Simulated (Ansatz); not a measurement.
Gas-phase electronic energies from Ansatz, PBE0-D4/def2-TZVP geometries. CBS: MP2 limit from def2 TZ/QZ plus the TZ coupled-cluster correction, frozen cores. This one scheme is used for every species. One conformer a species, not always the lowest.

Consider the formal exchange of groups at the Si–F bond: `O[Si@@H](F)N[Si@@H](O)F` + CH₄ → `C[Si@H](O)N[Si@@H](O)F` + H–F.

```json
{"species": "`O[Si@@H](F)N[Si@@H](O)F`", "CCSD(T)/CBS(def2) energy (Eh)": "-986.13020"}
{"species": "CH₄", "CCSD(T)/CBS(def2) energy (Eh)": "-40.46206"}
{"species": "`C[Si@H](O)N[Si@@H](O)F`", "CCSD(T)/CBS(def2) energy (Eh)": "-926.13670"}
{"species": "H–F", "CCSD(T)/CBS(def2) energy (Eh)": "-100.39570"}
```

(1) Work out ΔE.

Largest T1 diagnostic among the species: 0.012.

Results:

(1) ΔE = (-926.13670) + (-100.39570) − (-986.13020) − (-40.46206) = 0.05986 Eh = +157.2 kJ/mol.

The D4 term adds −7.6 kJ/mol with B3LYP and −4.3 kJ/mol with PBE0; it sums over pairs of atoms, weighted by their polarisabilities, and B3LYP, whose exchange is more repulsive, gets the larger term. In def2-TZVPP, CCSD(T) changes the Hartree–Fock value by −26.2 kJ/mol (the triples alone add −3.2 kJ/mol) and MP2 by −27.2 kJ/mol.

B3LYP here is the variant with VWN-RPA as its local correlation; programs differ in this.
